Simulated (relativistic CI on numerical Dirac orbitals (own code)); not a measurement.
## Sensitivity of the levels of Sn11+ to α and to the nuclear radius

These numbers are calculated, not measured: Dirac-Coulomb-Breit CI, orbitals from a KLI potential per configuration, derivatives by finite differences, unscaled Slater integrals, QED left out (own radial code, finite nucleus).

Configuration list (outside the closed core [Ar] 3d10): 4s2 4p6 4d3, 4s2 4p5 4d4, 4s2 4p6 4d2 4f, 4s2 4p6 4d2 5s, 4s2 4p6 4d 4f2, 4s 4p6 4d4, 4s2 4p6 4d2 5p, 4s2 4p6 4d 5s2. Levels of other configurations are missing.

With x = (α/α₀)² − 1 an excitation energy changes as ω = ω₀ + qx; K = 2q/ω₀ is the relative enhancement. Terms are leading LS components, so labels can repeat. The field-shift factor is F = δν/δ⟨r²⟩ for the transition from the lowest level.

Lowest level 4s2 4p6 4d3 4F_3/2.

```csv
Level,ω₀ (cm⁻¹),q (cm⁻¹),F (GHz/fm²)
4s2 4p6 4d3 4F_5/2,5569,7070,0.0781
4s2 4p6 4d3 4F_7/2,11257,12390,0.138
4s2 4p6 4d3 4F_9/2,16429,15370,0.173
4s2 4p6 4d3 4P_3/2,22655,3049,-0.0207
4s2 4p6 4d3 4P_1/2,24373,6530,-0.00738
4s2 4p6 4d3 4P_5/2,32041,14710,0.068
4s2 4p6 4d3 2G_7/2,32148,11520,0.137
4s2 4p6 4d3 2H_9/2,34171,11410,0.189
4s2 4p6 4d3 2D_3/2,37422,14230,0.101
4s2 4p6 4d3 2P_1/2,40376,15480,0.195
4s2 4p6 4d3 2D_5/2,46578,18760,0.108
4s2 4p6 4d3 2H_11/2,46795,16520,0.31
4s2 4p6 4d3 2H_9/2,48650,23260,0.327
```

At this charge energies of transitions that change n are usually good to better than 1 %, and those within a shell (Δn = 0) to a few per cent. Terms inside the open d or f shell come out 10 to 20 % too wide with unscaled integrals.

**Question.** Which transition from the lowest level has the largest |K|?

**Answer.** 4s2 4p6 4d3 4F_5/2 at 5569 cm⁻¹, K = 2.54.
